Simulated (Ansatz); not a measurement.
`O[SiH2][CH2][GeH3]` → `[CH3][GeH3]` + `O[SiH]` at 298.15 K and 1 bar (silylene formation by 1,1-elimination).

Program: Ansatz. Geometries: PBE0-D4/def2-TZVP. ΔE: electronic, gas phase. CCSD(T)/CBS is the MP2 limit (def2-TZVPP, def2-QZVPP) plus CCSD(T) − MP2 in def2-TZVPP, frozen cores. This one scheme is used for every species. For Ge outer-core shells are correlated without core-valence functions, which leaves a few kJ/mol of doubt a bond. Scalar relativity is left out up to krypton. Each species was taken in one conformer, which may not be the lowest.

```
             species  CCSD(T)/CBS energy (Eh)  H − E (kJ/mol)  S (J/(mol·K))
`O[SiH2][CH2][GeH3]`              -2483.27897           236.7          367.2
       `[CH3][GeH3]`              -2117.76728           170.1          269.4
            `O[SiH]`               -365.43832            65.7          241.9
```

H − E and S are ideal-gas, rigid-rotor, harmonic terms from PBE0-D4/def2-TZVP, for one conformer and one mirror image of each species. 1 Eh = 2625.50 kJ/mol, R = 8.31446 J/(mol·K).

Problem. By hand: ΔE, ΔH, ΔS and ΔG.

Solution. ΔE = (-2117.76728) + (-365.43832) − (-2483.27897) = 0.07337 Eh = 192.6 kJ/mol. Δ(H − E) = 170.1 + 65.7 − 236.7 = -0.9, so ΔH = 191.7 kJ/mol. ΔS = 269.4 + 241.9 − 367.2 = 144.1 J/(mol·K). ΔG = 191.7 − 298.15 × (144.1)/1000 = 148.7 kJ/mol.

Problem. By hand: the equilibrium constant, and the temperature at which ΔG would vanish if ΔH and ΔS stayed fixed.

Solution. log₁₀ K = −ΔG/(RT ln 10) = -26.1. ΔG = 0 at ΔH/ΔS = 1330 K.

The number of gas molecules changes by +1, which sets the sign of ΔS. A doubt of 5 kJ/mol in ΔE shifts log₁₀ K by 0.9 here. Other conformers and mirror images would add mixing entropy, several J/(mol·K) or more a flexible species. Modes under 60 cm⁻¹, often nearly free rotors, make the harmonic entropy too high. These are equilibria of isolated gas molecules and say nothing of rates. Largest T1 diagnostic: 0.016 (customary marks: 0.02 for closed shells, 0.045 for open ones).
